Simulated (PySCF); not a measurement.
C₂H₅BrCd, SMILES C[CH2][Cd][Br].

The structure is a stationary point at B3LYP-D3(BJ)/def2-SVP. The structure was generated by enumeration; whether it is a known compound was not checked. The def2 effective core potentials stand for the cores of Cd; spin–orbit coupling is left out. One conformer was computed; it need not be the lowest.

Method: TDA-CAM-B3LYP/def2-SVPD (PySCF).

Vertical excitations.  State labels are in the subgroup Cs.

### Question
Estimate the UV-visible absorptions. (The exact figures need the calculation; the answer reports its results.)

### Answer

```csv
state,symmetry,energy (eV),λ (nm),f,main pairs
S1,A",5.68,218,0.023,HOMO−1→LUMO 94 %
S2,A',5.68,218,0.021,HOMO−2→LUMO 94 %
S3,A',6.04,205,0.080,"HOMO→LUMO+1 74 %, HOMO→LUMO 19 %"
S4,A",6.14,202,0.036,HOMO→LUMO+2 96 %
S5,A',6.18,201,0.370,"HOMO→LUMO 58 %, HOMO→LUMO+1 21 %"
S6,A",6.33,196,0.000,HOMO−1→LUMO+1 84 %
S7,A',6.38,194,0.002,"HOMO−2→LUMO+1 49 %, HOMO−1→LUMO+2 47 %"
S8,A",6.39,194,0.000,HOMO−2→LUMO+2 86 %
S9,A',6.80,182,0.218,"HOMO−1→LUMO+2 30 %, HOMO−3→LUMO 26 %, HOMO−2→LUMO+1 24 %, HOMO→LUMO 9 %"
S10,A',7.76,160,0.386,HOMO→LUMO+3 78 %
T1,A',4.62,268,0,HOMO→LUMO 93 %
T2,A",5.34,232,0,HOMO−1→LUMO 94 %
T3,A',5.34,232,0,HOMO−2→LUMO 94 %
T4,A',5.63,220,0,HOMO→LUMO+1 95 %
```
Triplets are in the Tamm–Dancoff approximation.
